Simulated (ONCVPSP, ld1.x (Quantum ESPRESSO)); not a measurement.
**Potentials for fluorine compared**

Generated with ld1.x 7.5 (TM, RRKJ, ultrasoft, PAW), atompaw 4.2 or ONCVPSP 4.0.1. The cutoff is in Ry: for ld1.x and atompaw files where the sum of valence levels is converged to 10 mRy in a Bessel basis, for ONCV files where the hardest occupied wave has 1 mHa per electron of residual kinetic energy. The error is the largest all-electron minus pseudo excitation energy over each file’s own four to seven test configurations (ionisations up to +4, promotions, holes and added fractions of an electron), all of which were solved. The labels leave out finer settings (local radius, basis sizes, second energies), which also bear on the numbers. Spin-polarised tests are not counted. The rows are a selection from randomly drawn settings: files with unsolved tests, undetermined cutoffs or missed reference levels are left out.

| potential | cutoff (Ry) | largest error (meV) | bound ghosts |
| --- | --- | --- | --- |
| ultrasoft, PBE, scalar-relativistic, rc 0.60/1.60 (sp), local smoothed, core correction yes, reference 2s2 2p3.5 | 100 | +88 | none |
| RRKJ, PBEsol, scalar-relativistic, rc 0.55/1.25 (sp), local s, core correction yes, reference 2s2 2p3 | 230 | +934 | none |
| ultrasoft, LDA (PZ), scalar-relativistic, rc 0.95/1.30 (sp), local smoothed, core correction yes, reference 2s2 2p5 | 45 | +519 | none |
| TM, LDA (PZ), scalar-relativistic, rc 0.75/1.30 (sp), local s, core correction no, reference 2s2 2p4 | 160 | +1409 | none |
| PAW, PBE, scalar-relativistic, rc 0.60/1.70/1.65 (spd), local smoothed, core correction yes, reference 2s2 2p5 | 100 | -232 | none |

Problem. Fill in the row for F: ONCV, PBE, scalar-relativistic, rc 0.60/1.20/1.25 (spd), local s, core correction yes, reference 2s1 2p6, qcut 8.6/10.7/8.7, projectors 0/1/2.

Solution. cutoff 217 Ry, largest error +265 meV, bound ghosts: none.

Problem. Fill in the row for F: ultrasoft, PBE, non-relativistic, rc 0.90/1.25/1.25 (spd), local smoothed, core correction yes, reference 2s1.75 2p5.25.

Solution. cutoff 45 Ry, largest error +1079 meV, bound ghosts: none.

Problem. Fill in the row for F: RRKJ, PBE, non-relativistic, rc 0.60/1.10/0.90 (spd), local smoothed, core correction yes, reference 2s1.75 2p5.25.

Solution. cutoff 110 Ry, largest error +1204 meV, bound ghosts: none.
